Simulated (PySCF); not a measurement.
A structure optimised at r2SCAN-D4/def2-SVP, used in a PySCF frequency run:

```xyz
13

B      0.4537    -0.0496     0.0000
F      1.6577     0.5441     0.0000
N     -0.7080     0.7490     0.0000
C     -0.7243     2.1960     0.0000
H     -1.6220     0.3116     0.0000
H     -1.2285     2.6080    -0.8924
H     -1.2285     2.6080     0.8924
H      0.3100     2.5653     0.0000
O      0.4542    -1.4141     0.0000
C     -0.7515    -2.1343     0.0000
H     -1.3617    -1.9166     0.8973
H     -0.5183    -3.2091     0.0000
H     -1.3617    -1.9166    -0.8973
```

Write its SMILES, formula and point group.

CNB(F)OC, C₂H₇BFNO, Cs

What are its rotational constants (standard atomic weights)?

5.6164, 2.5320, 1.7850 GHz
